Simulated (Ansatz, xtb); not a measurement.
**ClHOSi2: where a starting geometry ends**

The starting geometry of this gas-phase singlet has its atoms placed at random.

```yaml
atoms:
  - { symbol: Cl, position_ang: [-0.1265, -1.0577, -1.1988] }
  - { symbol: O, position_ang: [0.5311, -1.7537, 0.7697] }
  - { symbol: Si, position_ang: [-0.5776, 0.2835, 1.0210] }
  - { symbol: Si, position_ang: [1.4952, -0.4475, 0.1905] }
  - { symbol: H, position_ang: [1.4867, 1.1216, 0.8338] }
```

**Question.** Guess where an optimisation with r2SCAN-D4/def2-SVP ends from this start.

**Answer.** It ends as a structure with Cl1 bridging Si4 and Si3, H5 bridging Si3 and Si4, given below by its coordinates. Contacts that close: Cl1–Si3 (2.63 → 2.42 Å), O2–Si3 (2.33 → 1.72 Å), Si3–H5 (2.24 → 1.73 Å).

The energy falls by 5.50 eV over 10 steps:

| step | E − E(last) (eV) |
| --- | --- |
| 1 | 5.498 |
| 2 | 3.132 |
| 3 | 1.310 |
| 4 | 0.515 |
| 5 | 0.077 |
| 6 | 0.013 |
| 7 | 0.006 |
| 8 | 0.001 |
| 9 | 0.000 |
| 10 | 0.000 |

Final geometry (Å):

```tsv
atom	x (Å)	y (Å)	z (Å)
Cl	-0.1327	-0.5586	-1.3553
O	0.5820	-1.3629	1.2581
Si	-0.4283	-0.0028	0.9824
Si	1.7438	-0.7286	0.1651
H	1.0440	0.7990	0.5659
```

From the same start GFN2-xTB ends elsewhere, differing in Cl1–Si4 (3.89 against 2.42 Å here), Si3–Si4 (3.21 against 2.43 Å here), Si3–H5 (3.62 against 1.73 Å here).

From so rough a start the end depends on the optimiser's path, so another program may land elsewhere. The end wasn't checked by frequencies. Run with Ansatz 0.2.0, 10 s on 1 thread of AMD EPYC 9R45 96-Core Processor (Zen 5), on a shared host.
